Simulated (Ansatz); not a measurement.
One change: `CO[SiH](C)S` becomes `CO[SiH](C)O`.

Ansatz, PBE0-D4/def2-TZVP geometries, multiplicity 1. Each molecule was computed in one conformer, which needn't be the lowest.

| property | `CO[SiH](C)S` |
| --- | --- |
| size of the dipole moment (PBE/def2-TZVPP) / D | 1.06 |
| HOMO energy (PBE/def2-TZVPP) / eV | -6.21 |
| LUMO energy (PBE/def2-TZVPP) / eV | -0.50 |
| LUMO energy (B3LYP/def2-TZVPP) / eV | 0.12 |
| LUMO energy (PBE0/def2-TZVPP) / eV | 0.41 |
| HOMO–LUMO gap (B3LYP/def2-TZVPP) / eV | 7.32 |

**Question.** Give the same properties after the change, and the shifts. (Estimate.)

**Answer.** Ansatz gave: 
```csv
property,`CO[SiH](C)O`,shift
size of the dipole moment (PBE/def2-TZVPP) / D,1.41,0.35
HOMO energy (PBE/def2-TZVPP) / eV,-6.57,-0.36
LUMO energy (PBE/def2-TZVPP) / eV,-0.11,0.39
LUMO energy (B3LYP/def2-TZVPP) / eV,0.41,0.29
LUMO energy (PBE0/def2-TZVPP) / eV,0.76,0.35
HOMO–LUMO gap (B3LYP/def2-TZVPP) / eV,8.32,1.00
```

With PBE0 the HOMO falls by 0.66 eV and the LUMO rises by 0.35 eV, so the gap widens by about 1.01 eV. PBE moves the HOMO by -0.36 eV and ωB97M-V by -0.82 eV. Dipoles are sizes alone; their direction can turn.

B3LYP here is the variant with VWN-RPA as its local correlation; programs differ in this.
